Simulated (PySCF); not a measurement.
Isomers of C6H7N3. Computed with TDDFT CAM-B3LYP/def2-SVPD, vertical, gas phase, core orbitals frozen in the response in PySCF 2.14.0, density-fitted response routines. Geometries: GFN2-xTB; one conformer of each isolated species. Triplets are in the Tamm–Dancoff approximation. 'Strongest' means the level of largest summed f among the lowest 8 singlets; it needn't be the same kind of state in each.

Question: Rank by computed HOMO–LUMO gap, highest first.
A. `CCn1nccc1C#N`
B. `c1cc(C2CC2)nnn1`
C. `C(c1c(nnnc1)C)=C`
D. `C#CCN1C=C(C)N=N1`
E. `C#CCN1N=CC(C)=N1`
F. `C1=NC=C(C2CC2)N=N1`

Answer: E (9.63 eV), D (9.36 eV), A (8.80 eV), B (7.77 eV), F (7.36 eV), C (7.20 eV).

```tsv
SMILES	gap (eV)	strongest (eV)	f (S1)	HOMO (eV)	S1 (eV)	S1 mainly
C#CCn1ncc(C)n1	9.63	6.42	0.212	-8.73	6.42	H→L (87%)
C#CCn1cc(C)nn1	9.36	6.36	0.005	-8.57	5.76	H-1→L (76%)
CCn1nccc1C#N	8.80	6.05	0.172	-9.01	5.89	H→L (68%)
c1cc(C2CC2)nnn1	7.77	6.15	0.005	-8.32	3.60	H→L (93%)
c1ncc(C2CC2)nn1	7.36	6.23	0.005	-8.25	3.20	H→L (99%)
C=Cc1cnnnc1C	7.20	5.34	0.004	-8.36	3.46	H→L (90%)
```

H and L stand for HOMO and LUMO.
